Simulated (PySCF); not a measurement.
**NMR data sheet: tetraethylmethane**

```yaml
Formula: C9H20
SMILES: CCC(CC)(CC)CC
InChI: InChI=1S/C9H20/c1-5-9(6-2,7-3)8-4/h5-8H2,1-4H3
Point_group_of_the_computed_structure: D2d
Degrees_of_unsaturation: 0
Carbon_signals: 3
Proton_signals: 2
```

Structure with atom numbers: `[CH3:1][CH2:2][C:3]([CH2:4][CH3:5])([CH2:6][CH3:7])[CH2:8][CH3:9]`; H(Xn) means a hydrogen on atom n.

- structure optimised with PBE0-D3(BJ)/def2-SVP
- shieldings: GIAO PBE0/pcSseg-1
- code: PySCF
- one conformer, rapidly exchanging positions averaged, non-relativistic, gas phase

References, each an isolated molecule treated in the same way: ¹H (σref 31.27) and ¹³C (σref 184.41) against TMS.

| carbon | δC, type | δH (multiplicity) | HMBC from (2–3 bonds) | span of the C tensor (ppm) |
| --- | --- | --- | --- | --- |
| C1/C5/C7/C9 | 8.4, CH3 | 0.75 (t) | H(C2)/H(C4)/H(C6)/H(C8) | 17 |
| C2/C4/C6/C8 | 28.6, CH2 | 1.01 (q) | H(C2)/H(C4)/H(C6)/H(C8), H(C1)/H(C5)/H(C7)/H(C9) | 47 |
| C3 | 36.9, C | – | H(C2)/H(C4)/H(C6)/H(C8), H(C1)/H(C5)/H(C7)/H(C9) | 26 |

1. Carbon types of the structure: 1 × C, 4 × CH2, 4 × CH3, which accounts for all hydrogens.
2. δC 36.9: quaternary sp3 carbon; a saturated carbon with 4 carbon neighbours and no heteroatom attached.
3. δC 28.6: sp3 CH2; aliphatic region, no heteroatom directly attached.
4. δC 8.4: methyl carbon; a saturated carbon with 1 carbon neighbour and no heteroatom attached.
5. δH 1.01: hydrogen on an sp3 CH2; far from electronegative atoms and π systems.
6. δH 0.75: hydrogen on a methyl carbon; far from electronegative atoms and π systems.

Shifts are as computed. Against solution values, carbons near 30 ppm lie about +2 ppm off and those near 130 ppm about +5 ppm. Of 1211 compounds with measured shifts, 218 miss one by over three times the rms of a fit or turn the order of signals round; such compounds aren't used in these exercises. No couplings were computed; multiplicities are counted from neighbouring protons, with m where these are inequivalent, close in shift, in a saturated or five-membered ring or joined by F or P, and br s for small geminal =CH2 splittings.
